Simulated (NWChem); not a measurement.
BaO; SMILES [O]=[Ba]

Program: NWChem. All runs use the structure optimised with PBE0-D3(BJ)/def2-TZVP. def2 effective core potentials on Ba; no spin-orbit coupling.

Problem. What does the run give for PBE/def2-SVP? Quantities: highest occupied level (eV); orbital gap (eV); dipole (D).

Solution. 
| Item | Value |
|---|---|
| highest occupied level (eV) | -3.65 |
| orbital gap (eV) | 1.86 |
| dipole (D) | 6.72 |
